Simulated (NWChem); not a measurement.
System meant: C$_{3}$H$_{7}$NSi; SMILES C=C=C(N)[SiH3]

The following NWChem deck was run.

```
start job
memory heap 200 mb stack 900 mb global 1100 mb
geometry units angstroms noautoz
  C     -0.730932    -2.392045     0.067119
  C     -0.123092    -1.233492    -0.015389
  C      0.451083    -0.045784    -0.057381
  N      1.829862     0.197224    -0.010600
  Si    -0.685710     1.456994     0.016608
  H     -1.043621    -2.944026    -0.828223
  H     -0.952572    -2.859382     1.035196
  H      2.403911    -0.626203    -0.163954
  H      2.132676     0.961298    -0.606292
  H     -0.605918     2.121365     1.353482
  H     -0.233347     2.451395    -1.010073
  H     -2.087728     1.042615    -0.266729
end
basis spherical
  * library def2-svp
end
dft
  xc pbe0
  iterations 4
  mulliken
end
task dft energy
```

End of the output:

```
    Atom       Charge   Shell Charges
 -----------   ------   -------------------------------------------------------
    1 C    6     6.11   1.97  0.59  0.32  1.87  1.28  0.08
    2 C    6     6.06   1.97  0.64  0.30  1.84  1.22  0.08
    3 C    6     6.19   1.96  0.61  0.32  1.91  1.26  0.12
    4 N    7     7.06   1.97  0.70  0.41  2.24  1.68  0.05
    5 Si  14    13.55   2.00  1.93  0.66  0.34  5.82  1.32  1.20  0.27
    6 H    1     0.96   0.62  0.26  0.07
    7 H    1     0.96   0.62  0.26  0.07
    8 H    1     0.93   0.60  0.21  0.12
    9 H    1     0.93   0.60  0.20  0.12
   10 H    1     1.09   0.64  0.42  0.02
   11 H    1     1.10   0.64  0.43  0.02
   12 H    1     1.08   0.64  0.42  0.02

 center of mass
 --------------
 x =   0.01006784 y =  -0.00419749 z =   0.00986630

 moments of inertia (a.u.)
 ------------------
         649.933408585157          -0.000000000001           0.000000000000
          -0.000000000001         326.577414093691           0.000000000007
           0.000000000000           0.000000000007         940.333450905818

     Multipole analysis of the density
     ---------------------------------

     L   x y z        total         alpha         beta         nuclear
     -   - - -        -----         -----         ----         -------
     0   0 0 0     -0.000000    -23.000000    -23.000000     46.000000

     1   1 0 0      0.422380      0.211190      0.211190      0.000000
     1   0 1 0     -0.023891     -0.011945     -0.011945      0.000000
     1   0 0 1     -0.347585     -0.173792     -0.173792     -0.000000

     2   2 0 0    -26.620459   -105.618067   -105.618067    184.615674
     2   1 1 0      0.576662     -1.516749     -1.516749      3.610161
     2   1 0 1     -1.892171      0.208242      0.208242     -2.308654
     2   0 2 0    -27.917085   -198.422511   -198.422511    368.927937
     2   0 1 1     -0.644667      0.170651      0.170651     -0.985968
     2   0 0 2    -30.018451    -23.896168    -23.896168     17.773886

 ------------------------------------------------------------------------
 dft energy failed                                                                                  0
 ------------------------------------------------------------------------
 ------------------------------------------------------------------------
  current input line :
    25: task dft energy
 ------------------------------------------------------------------------
 ------------------------------------------------------------------------
 This type of error is most commonly associated with calculations not reaching convergence criteria
 ------------------------------------------------------------------------
 For more information see the NWChem manual at https://nwchemgit.github.io

0:dft energy failed:Received an Error in Communication
```

### Question
Find the fault in this run and fix the input.

### Answer
The run did not converge; its last values are not results. Cause: the SCF was allowed too few iterations. This input runs:
```
start job
memory heap 200 mb stack 900 mb global 1100 mb
geometry units angstroms noautoz
  C     -0.730932    -2.392045     0.067119
  C     -0.123092    -1.233492    -0.015389
  C      0.451083    -0.045784    -0.057381
  N      1.829862     0.197224    -0.010600
  Si    -0.685710     1.456994     0.016608
  H     -1.043621    -2.944026    -0.828223
  H     -0.952572    -2.859382     1.035196
  H      2.403911    -0.626203    -0.163954
  H      2.132676     0.961298    -0.606292
  H     -0.605918     2.121365     1.353482
  H     -0.233347     2.451395    -1.010073
  H     -2.087728     1.042615    -0.266729
end
basis spherical
  C library def2-svp
  N library def2-svp
  Si library def2-svp
  H library def2-svp
end
dft
  xc pbe0
  iterations 150
  mulliken
end
task dft energy
```
It converges to -462.15329 Ha (PBE0/def2-SVP).
